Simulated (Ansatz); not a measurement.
Z-matrix (Å, degrees):
```
Si
Al 1 2.433
H 1 1.486 2 111.1
H 1 1.488 2 109.7 3 120.7
H 1 1.488 2 109.5 3 -120.5
Cl 2 2.091 1 120.8 3 -179.8
Cl 2 2.091 1 122.3 3 0.4
```

Total charge 0; spin multiplicity 1.

(1) List the PBE0/def2-TZVPP orbital energies in eV (the Gaussian-basis code of Ansatz). (An estimate is asked.)

Answers

(1) Ansatz gave: Occupied: -2767.38, -2767.37, -1802.80, -1529.49, -259.24, -259.23, -197.48, -197.47, -197.41, -197.40, -197.39, -197.38, -145.18, -115.25, -99.83, -99.83, -99.83, -75.34, -75.21, -75.16, -23.04, -22.73, -15.44, -12.42, -10.91, -10.26, -10.18, -10.07, -9.89, -9.50, -9.25, -8.31. Lowest empty: -1.86, -0.73, -0.24, 1.06, 1.16, 1.69, 2.11, 3.31.
